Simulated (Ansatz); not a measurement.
Geometry optimisation, RHF/def2-SVP (Ansatz).

Input:

```yaml
crystal:
  periodic: [false, false, false]
  atoms:
    - { symbol: C, position_ang: [-0.18003, 0.9112, -1.34762] }
    - { symbol: S, position_ang: [0.73114, -0.4069, -0.47395] }
    - { symbol: C, position_ang: [-0.27722, -0.5058, 0.96912] }
    - { symbol: Si, position_ang: [-1.97436, -0.25616, 1.09681] }
    - { symbol: H, position_ang: [0.14615, 1.86529, -0.94456] }
    - { symbol: H, position_ang: [-1.24523, 0.78373, -1.183] }
    - { symbol: H, position_ang: [0.06272, 0.85872, -2.40494] }
    - { symbol: H, position_ang: [0.1351, -1.42185, -1.16162] }
    - { symbol: H, position_ang: [-3.37142, -0.03667, 1.39876] }
total_charge: 1
basis:
  gaussian: { orbitals: def2-SVP }
hamiltonian:
  xc: hf
relax:
  f_tol: 0.015
  max_steps: 40
output:
  orbitals: {}
```

Command:

```bash
$ ansatz run input.yaml --threads 1 --pin off --max-ram 2048MiB --backend cpu --events-out ev --progress --plain --runs-dir out
```

Problem. Where does it end, and by what steps?

Solution. The forces met the threshold. Limits of this set-up: the dipole of an ion depends on the origin. After 10 steps the energy has fallen by 1.548 eV; H9 moved furthest, 1.20 Å.

```tsv
step	energy less start (eV)	largest force component (eV/Å)	accepted
0	0.0000	4.359	yes
1	-0.5964	1.862	yes
2	-0.8826	1.541	yes
3	-1.1214	1.188	yes
4	-1.3267	0.629	yes
5	-1.4601	0.610	yes
6	-1.5241	0.306	yes
7	-1.5423	0.112	yes
8	-1.5479	0.071	yes
9	-1.5482	0.018	yes
10	-1.5482	0.012	yes
```

```xyz
9
Properties=species:S:1:pos:R:3
C 0.053 0.992 -1.635
S 0.325 -0.309 -0.397
C -1.062 -0.360 0.553
Si -2.185 -0.407 1.646
H 0.078 1.935 -1.096
H -0.905 0.840 -2.123
H 0.881 0.934 -2.338
H 0.181 -1.384 -1.189
H -3.339 -0.449 2.526
```

Whether the end is a true minimum wasn't checked by a vibrational analysis.

The run took 20 s on 1 CPU thread of a shared host.
